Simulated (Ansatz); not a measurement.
C2H4BFGe, SMILES `F[B]1C=[CH][GeH2]1`, relaxed with RKS PBE0-D4/def2-TZVP in the Gaussian-basis code of Ansatz from a PBE-D4/def2-SVP geometry. The force threshold is 0.005 eV/Å; the program also tests the step.

Total charge 0; spin multiplicity 1.

Start:

```xyz
9

F     2.369    0.962   -0.594
B     1.159    0.513   -0.285
C    -0.066    1.238    0.349
C    -0.999    0.235    0.430
Ge    0.052   -1.271   -0.359
H    -0.231    2.280    0.682
H    -2.020    0.348    0.839
H    -0.553   -1.841   -1.675
H     0.289   -2.464    0.613
```

Problem. How much energy does the relaxation release, and in how many steps? (Estimate.)

Solution. Ansatz gave: 0.03 eV, in 6 steps, 1 of them rejected.

Problem. Which bonds change most? (An estimate is asked.)

Solution. Computed: C4–Ge5 from 1.999 to 1.979 Å; C3–C4 from 1.372 to 1.354 Å; C4–H7 from 1.106 to 1.088 Å; C3–H6 from 1.107 to 1.089 Å.

Problem. Give the relaxed structure. (Best estimate.)

Solution. The calculation gave: 
```xyz
9

F     2.341    0.961   -0.595
B     1.149    0.507   -0.283
C    -0.066    1.222    0.351
C    -0.992    0.236    0.425
Ge    0.044   -1.261   -0.354
H    -0.224    2.247    0.683
H    -1.997    0.356    0.824
H    -0.541   -1.830   -1.661
H     0.287   -2.439    0.610
```
